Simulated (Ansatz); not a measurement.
The cluster K₄H₄ (the lowest singlet isomer of a short search). Total charge 0; singlet. Geometry r2SCAN-D4/def2-SVP, basis def2-TZVP, Ansatz.

Cartesian coordinates in Å:
```
K 2.2752 -0.3160 0.3174
K -1.1406 -0.6062 1.9253
K -0.4120 2.2329 -0.4717
K -0.7229 -1.3106 -1.7711
H 0.3992 -2.1623 0.4566
H 1.1043 0.5871 -1.8646
H 0.7002 1.2689 1.7154
H -2.2033 0.3062 -0.3074
```

```tsv
run	HOMO (eV)	LUMO (eV)
A	-4.62	-0.15
B	-4.22	-0.41
C	-6.76	0.24
D	-4.13	0.15
E	-3.50	-0.60
F	-3.60	-0.61
```

HSE06 is defined as in plane-wave codes, on full-range PBE exchange. The structure comes from a short search, and lower isomers may exist.

Q: The runs used BLYP, HSE06, PBE, PBE0, r2SCANh, ωB97M-V. Estimate which is which.

A: A PBE0 (25 % exact exchange); B HSE06 (range-separated); C ωB97M-V (range-separated); D r2SCANh (10 % exact exchange); E BLYP (0 % exact exchange); F PBE (0 % exact exchange). Exact exchange lowers occupied and raises empty levels; among semilocal functionals meta-GGAs tend to open the gap a little, and such runs are hard to tell apart. The gap grows from 2.90 eV (BLYP) to 7.00 eV (ωB97M-V).
